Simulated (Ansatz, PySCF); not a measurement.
Reaction (SMILES): CC(F)F + 2 C (CH4) -> CC (C2H6) + 2 CF (CH3F) [fluoromethane]
Geometries: B3LYP-D3(BJ)/def2-TZVP minima from Ansatz (a first-principles code). Frequencies are from Ansatz or PySCF.

Quantity: bond separation energy (enthalpy at 298 K, with B3LYP-D3(BJ) rigid-rotor harmonic-oscillator terms), in eV. Cores are frozen in the correlated levels unless marked. Spin-orbit coupling is left out. Non-relativistic. CBS marks a two-point X^-3 extrapolation of the correlation energy; Hartree-Fock from the larger set. The bracket is a focal-point correction in the basis named.

```json
[
 {"level": "PBE-D4/def2-TZVPD", "program": "Ansatz + dftd4", "bond separation energy (eV)": "0.99"},
 {"level": "PBE0/def2-TZVPD", "program": "Ansatz", "bond separation energy (eV)": "0.98"},
 {"level": "r2SCANh/def2-TZVPD", "program": "Ansatz", "bond separation energy (eV)": "1.07"},
 {"level": "LC-wPBE/def2-TZVPD", "program": "Ansatz", "bond separation energy (eV)": "0.99"}
]
```

**Question.** Predict the RI-MP2/CBS(cc-pVTZ,cc-pVQZ)+[CCSD(T)-MP2]/cc-pVTZ result (Ansatz).

**Answer.** 1.00 eV, so LC-wPBE/def2-TZVPD differs from it by -0.01 eV.
